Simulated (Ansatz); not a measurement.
Start from `NB([SiH3])[O][ZnH]` and change one atom or group to get `CB(N)[SiH3]`.

Ansatz, PBE0-D4/def2-TZVP geometries, multiplicity 1. Each molecule was computed in one conformer, which needn't be the lowest.

Scalar relativity is left out up to krypton.

```tsv
property	`NB([SiH3])[O][ZnH]`
HOMO–LUMO gap (B3LYP/def2-TZVPP) / eV	6.43
LUMO energy (ωB97M-V/def2-TZVPP) / eV	1.00
ideal-gas entropy at 298 K and 1 bar (rigid rotor, harmonic PBE0-D4/def2-TZVP) / J/(mol·K)	387
HOMO–LUMO gap (PBE/def2-TZVPP) / eV	4.66
HOMO–LUMO gap (PBE0/def2-TZVPP) / eV	6.82
LUMO energy (PBE0/def2-TZVPP) / eV	-0.57
```

(1) Give the same properties after the change, and the shifts. (Estimate.)

Results:

(1) The calculation gave: 
```csv
property,`CB(N)[SiH3]`,shift
HOMO–LUMO gap (B3LYP/def2-TZVPP) / eV,7.15,0.72
LUMO energy (ωB97M-V/def2-TZVPP) / eV,1.79,0.79
"ideal-gas entropy at 298 K and 1 bar (rigid rotor, harmonic PBE0-D4/def2-TZVP) / J/(mol·K)",336,-51
HOMO–LUMO gap (PBE/def2-TZVPP) / eV,5.36,0.70
HOMO–LUMO gap (PBE0/def2-TZVPP) / eV,7.51,0.69
LUMO energy (PBE0/def2-TZVPP) / eV,-0.15,0.42
```

With PBE0 the HOMO falls by 0.26 eV and the LUMO rises by 0.42 eV, so the gap widens by about 0.68 eV. PBE moves the HOMO by -0.24 eV and ωB97M-V by -0.26 eV. The zero-point energy changes by 70.9 kJ/mol with +3 modes. Modes under 60 cm⁻¹, often nearly free rotors, make the harmonic entropy too high.

B3LYP here is the variant with VWN-RPA as its local correlation; programs differ in this.
